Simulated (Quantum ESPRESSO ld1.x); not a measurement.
Question: These are the eigenvalues of the occupied orbitals of an atom or ion with whole-number occupations (eV). Method: Dirac Kohn-Sham, relativistic LDA (MacDonald-Vosko exchange, VWN5 correlation), spin-unpolarised, spherical densities, point nucleus; computed with ld1.x of Quantum ESPRESSO 7.5.

| orbital | eigenvalue |
|---|---|
| 1s1/2 | -25191.6 |
| 2s1/2 | -3729.75 |
| 2p1/2 | -3472.48 |
| 2p3/2 | -3298.73 |
| 3s1/2 | -698.898 |
| 3p1/2 | -595.797 |
| 3p3/2 | -565.088 |
| 3d3/2 | -381.120 |
| 3d5/2 | -374.903 |
| 4s1/2 | -112.054 |
| 4p1/2 | -78.9850 |
| 4p3/2 | -73.6521 |
| 4d3/2 | -22.4747 |
| 4d5/2 | -21.7809 |
| 5s1/2 | -10.5195 |
| 5p1/2 | -4.5148 |
| 5p3/2 | -4.1148 |

Which element is it, and in what charge state? The configuration may be excited. Open shells, if any, fill j = l - 1/2 first.

Answer: Z = 47, silver, charge 0: Ag in [Kr] 4d7 5s1 5p3. The list shows which subshells hold electrons but not how many an open one holds; the 1s level, -925.77 hartree, gives Z - s = 43.0 by -(Z - s)^2/2, which with screening and relativity narrows Z to a few neighbours, and the depths of the outer levels then fix element, charge and occupations together.
